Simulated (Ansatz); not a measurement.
`O[SiH](O)[NH][GeH3]` + `[NH2][Mg][OH]` → `[OH][GeH2][NH][SiH](O)O` + `[NH2][MgH]`  (redistribution)

Program: Ansatz. Geometries: PBE0-D4/def2-TZVP. ΔE: electronic, gas phase. CCSD(T)/CBS is the MP2 limit (def2-TZVPP, def2-QZVPP) plus CCSD(T) − MP2 in def2-TZVPP, frozen cores. Functionals use def2-TZVPP. B3LYP here is the variant with VWN-RPA as its local correlation; programs differ in this. For Ge, Mg outer-core shells are correlated without core-valence functions, which leaves a few kJ/mol of doubt a bond. Scalar relativity is left out up to krypton. Each species was taken in one conformer, which may not be the lowest.

`O[SiH](O)[NH][GeH3]`:

Z-matrix (Å, degrees):
```
Si
O 1 1.646
N 1 1.700 2 114.0
O 1 1.638 2 103.5 3 -119.3
H 1 1.484 2 110.5 3 120.2
H 2 0.958 1 117.2 3 -54.5
Ge 3 1.845 1 126.4 2 -70.6
H 3 1.008 1 116.5 2 125.5
H 4 0.959 1 116.0 2 -22.4
H 7 1.539 3 111.1 1 -97.6
H 7 1.532 3 106.9 1 23.1
H 7 1.540 3 108.4 1 142.5
```

`[NH2][Mg][OH]`:

```xyz
6

N     0.362    1.323    0.551
Mg   -0.112   -0.343   -0.183
O    -0.582   -1.877   -0.932
H     1.247    1.795    0.443
H    -0.226    1.918    1.114
H    -0.688   -2.816   -0.992
```

`[OH][GeH2][NH][SiH](O)O`:

Cartesian coordinates in Å:
```
O 0.671 0.745 -1.976
Ge 1.038 1.412 -0.346
N 0.536 0.169 0.893
Si -0.951 -0.677 0.798
O -0.549 -2.270 0.867
O -1.706 -0.197 -0.569
H 1.280 0.048 -2.232
H 2.546 1.670 -0.194
H 0.166 2.667 -0.302
H 1.279 -0.233 1.444
H -1.913 -0.391 1.885
H -1.255 -2.884 1.076
H -1.143 -0.060 -1.344
```

`[NH2][MgH]`:

```xyz
5

N     0.337    0.208    0.757
Mg   -0.408   -0.252   -0.916
H     0.270    1.102    1.220
H     0.878   -0.394    1.360
H    -1.077   -0.665   -2.421
```

Q: Is it downhill or uphill in electronic energy at CCSD(T)/CBS, and by how much? (Estimate.)

A: Computed: Uphill: ΔE = +70.1 kJ/mol.

Q: What do these levels give: r2SCAN-D4, B3LYP-D4, B2PLYP, PBE0, B3LYP, CCSD(T)/def2-TZVPP? (Best estimate.)

A: Computed: r2SCAN-D4 64.0, B3LYP-D4 63.4, B2PLYP 67.4, PBE0 63.6, B3LYP 69.5, CCSD(T)/def2-TZVPP 60.2 kJ/mol.

Largest T1 diagnostic among the species: 0.012.

The D4 term adds −6.1 kJ/mol with B3LYP and −3.2 kJ/mol with PBE0; it sums over pairs of atoms, weighted by their polarisabilities, and B3LYP, whose exchange is more repulsive, gets the larger term.
